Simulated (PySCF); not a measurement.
# Spin-rotation constants: `[H]/N=C/C(=C\C=C)[SiH2]Cl`, C5H8ClNSi

Geometry:
```json
{"atom": "C1", "x (Å)": "2.939", "y (Å)": "-0.968", "z (Å)": "0.518"}
{"atom": "C2", "x (Å)": "1.923", "y (Å)": "-0.181", "z (Å)": "0.168"}
{"atom": "C3", "x (Å)": "0.549", "y (Å)": "-0.599", "z (Å)": "0.274"}
{"atom": "C4", "x (Å)": "-0.549", "y (Å)": "0.106", "z (Å)": "-0.068"}
{"atom": "C5", "x (Å)": "-0.540", "y (Å)": "1.437", "z (Å)": "-0.623"}
{"atom": "N6", "x (Å)": "-1.677", "y (Å)": "1.935", "z (Å)": "-0.872"}
{"atom": "Si7", "x (Å)": "-2.337", "y (Å)": "-0.492", "z (Å)": "0.107"}
{"atom": "Cl8", "x (Å)": "-2.247", "y (Å)": "-2.366", "z (Å)": "0.888"}
{"atom": "H9", "x (Å)": "2.774", "y (Å)": "-1.963", "z (Å)": "0.897"}
{"atom": "H10", "x (Å)": "3.964", "y (Å)": "-0.648", "z (Å)": "0.436"}
{"atom": "H11", "x (Å)": "2.123", "y (Å)": "0.813", "z (Å)": "-0.209"}
{"atom": "H12", "x (Å)": "0.407", "y (Å)": "-1.596", "z (Å)": "0.676"}
{"atom": "H13", "x (Å)": "0.410", "y (Å)": "1.950", "z (Å)": "-0.805"}
{"atom": "H14", "x (Å)": "-1.686", "y (Å)": "2.872", "z (Å)": "-1.265"}
{"atom": "H15", "x (Å)": "-3.077", "y (Å)": "0.322", "z (Å)": "1.062"}
{"atom": "H16", "x (Å)": "-2.983", "y (Å)": "-0.612", "z (Å)": "-1.193"}
```

Computed, not measured: GIAO PBE0/pcSseg-1 magnetisability, rotational g tensor and spin-rotation constants, non-relativistic, gas phase in PySCF 2.14.0. Geometry: GFN2-xTB.

(1) Give the nuclear spin-rotation constants along the inertial axes (H = +C I·J) beside the isotropic shieldings.

(2) How do the rotational constants and the g tensor change when H9, H10, H11, H12, H13, H14, H15, H16 are replaced by deuterium?

Results:

(1) Rotational constants 1.6017, 0.9967, 0.6189 GHz. A star marks the isotopologue with that one atom substituted, in its own axes.
| atom | isotope | Caa (kHz) | Cbb (kHz) | Ccc (kHz) | mean (kHz) | σ (ppm) |
| --- | --- | --- | --- | --- | --- | --- |
| N6 | 14N | 0.277 | 0.326 | 0.024 | 0.209 | -82.2 |
| Cl8 | 35Cl | 0.117 | 0.093 | 0.041 | 0.084 | 1014.1 |
| H9 | 1H | -0.105 | 0.065 | -0.075 | -0.038 | 25.7 |
| H10 | 1H | 0.163 | -0.107 | -0.072 | -0.005 | 25.8 |
| H11 | 1H | -0.063 | 0.058 | -0.071 | -0.025 | 24.3 |
| H12 | 1H | -0.096 | 0.086 | -0.076 | -0.028 | 24.4 |
| H13 | 1H | 0.144 | -0.057 | -0.062 | 0.009 | 22.6 |
| H14 | 1H | -0.167 | 0.183 | -0.080 | -0.021 | 20.9 |
| H15 | 1H | -0.089 | -0.078 | 0.010 | -0.052 | 26.3 |
| H16 | 1H | -0.089 | -0.078 | 0.010 | -0.052 | 26.3 |
| C1 | 13C* | 0.713 | 0.362 | 0.085 | 0.387 | 52.6 |
| C2 | 13C* | 0.710 | 0.408 | 0.074 | 0.398 | 48.2 |
| C3 | 13C* | 0.712 | 0.474 | 0.093 | 0.426 | 27.9 |
| C4 | 13C* | 0.710 | 0.411 | 0.095 | 0.405 | 42.0 |
| C5 | 13C* | 0.742 | 0.486 | 0.108 | 0.446 | 14.2 |
| Si7 | 29Si* | -0.934 | -0.555 | -0.392 | -0.627 | 384.3 |

For the geometry as given, no vibrational averaging.

(2) Constants 1.4427, 0.8988, 0.5612 GHz; g -0.0279, -0.0191, -0.0014, against -0.0309, -0.0211, -0.0014 before.
